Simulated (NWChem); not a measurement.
Molecule: C₂H₄Cl₂; SMILES CC(Cl)Cl

```xyz
8

C     -1.7241    -0.1608     0.0000
C     -0.3353     0.4232     0.0000
Cl     0.5561    -0.0641     1.4670
Cl     0.5561    -0.0641    -1.4670
H     -1.6737    -1.2585     0.0000
H     -2.2682     0.1719     0.8960
H     -2.2682     0.1719    -0.8960
H     -0.3417     1.5199     0.0000
```
Atoms are numbered in this order, from 1.

Results from NWChem. Medium grid unless said otherwise, to which SCAN and Minnesota functionals are sensitive. Geometry: optimised at PBE0/def2-SVP. B3LYP is NWChem's, with the RPA form of VWN correlation.

Q: Order these by “orbital gap (eV)”, lowest first: PBE0/def2-TZVPD; M06-2X/def2-TZVPD; LDA (Slater exchange, VWN5)/def2-TZVPD; Hartree-Fock/def2-TZVPD.

A: LDA (Slater exchange, VWN5)/def2-TZVPD (5.89), PBE0/def2-TZVPD (8.39), M06-2X/def2-TZVPD (10.35), Hartree-Fock/def2-TZVPD (13.65)
